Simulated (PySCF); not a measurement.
This PySCF input asks for the NMR shieldings of SMILES C[SiH2]C[C@H](CF)[SiH2]F, C4H12F2Si2; the geometry comes from GFN2-xTB.

```python
import basis_set_exchange as bse
import numpy as np
from pyscf import gto, dft
from pyscf.prop import nmr

atoms = """
C     3.256481    0.198504   -0.253264
Si    1.551516    0.655168    0.446023
C     0.264167   -0.521555   -0.325567
C    -1.140952   -0.425444    0.278361
C    -2.034662   -1.516561   -0.299716
F    -2.360509   -1.229401   -1.608439
Si   -1.975978    1.271219    0.018321
F    -1.391328    2.258112    1.154321
H     3.508849   -0.839087   -0.056097
H     4.029640    0.813985    0.194953
H     3.301196    0.348112   -1.327957
H     1.551129    0.462875    1.904207
H     1.251232    2.050792    0.111559
H     0.193901   -0.348547   -1.401675
H     0.619692   -1.550793   -0.207719
H    -1.067930   -0.623904    1.353151
H    -1.539514   -2.494285   -0.314080
H    -2.983813   -1.593581    0.240574
H    -3.402759    1.209966    0.305098
H    -1.635505    1.885105   -1.252656
"""
names = dict.fromkeys(["C", "Si", "F", "H"], "pcSseg-1")
basis = {el: gto.basis.parse(bse.get_basis(n, elements=[el], fmt="nwchem")) for el, n in names.items()}
mol = gto.M(atom=atoms, basis=basis, charge=0, verbose=0)
mf = dft.RKS(mol, xc="PBE0")
mf.grids.level = 2
mf.grids.alignment = dft.numint.BLKSIZE   # the property module wants whole blocks of grid points
mf.conv_tol = 1e-9
mf.kernel()

calc = nmr.RKS(mf)   # GIAO
C = mf.mo_coeff
Co = C[:, mf.mo_occ > 0]
resp = mf.gen_response(singlet=True, hermi=2)
def vind(x):   # induced exchange potential for any number of trial vectors
    d = np.einsum("pi,xij,qj->xpq", C, 2 * x.reshape(-1, C.shape[1], Co.shape[1]), Co, optimize=True)
    return np.einsum("xpq,pi,qj->xij", resp(d - d.transpose(0, 2, 1)), C, Co, optimize=True).ravel()
mo1, _ = nmr.rhf.solve_mo1(calc, with_cphf=vind)
sigma = calc.kernel(mo1)
for i, s in enumerate(sigma):   # ppm
    print("%2d %-2s %9.2f" % (i, mol.atom_pure_symbol(i), np.trace(s) / 3))
```

Question: Give the expected output.

Answer: 
```
 0 C     192.95
 1 Si    389.98
 2 C     169.59
 3 C     154.13
 4 C      93.20
 5 F     420.73
 6 Si    333.24
 7 F     392.75
 8 H      31.62
 9 H      31.53
10 H      31.55
11 H      27.55
12 H      27.25
13 H      30.13
14 H      30.85
15 H      30.63
16 H      27.07
17 H      26.55
18 H      26.41
19 H      26.61
```

These numbers come from an equivalent density-fitted implementation of the same equations, which agrees with the script to about 0.01 ppm for H and up to a few tenths of a ppm for heavy atoms, so last digits may differ.

Question: Turn these shieldings into chemical shifts. Referencing at the same level of theory: TMS for 13C (σ = 186.93 ppm), 29Si (σ = 349.16 ppm), 1H (σ = 31.72 ppm); CFCl3 for 19F (σ = 170.95 ppm).

Answer: Averaging equivalent atoms: C 4: 93.7; C 3: 32.8; C 2: 17.3; C 0: -6.0; Si 6: 15.9; Si 1: -40.8; F 7: -221.8; F 5: -249.8; H 18: 5.31; H 17: 5.16; H 19: 5.11; H 16: 4.64; H 12: 4.47; H 11: 4.16; H 13: 1.58; H 15: 1.08; H 14: 0.86; H 8/9/10: 0.15 ppm. Unscaled 19F shifts against computed CFCl3 carry errors that often reach 10 to 50 ppm.

Size and cost of the density-fitted run: 210 basis functions, 66 s wall time on 1 thread of an Arm Neoverse N1, shared host; peak memory 0.93 GiB.
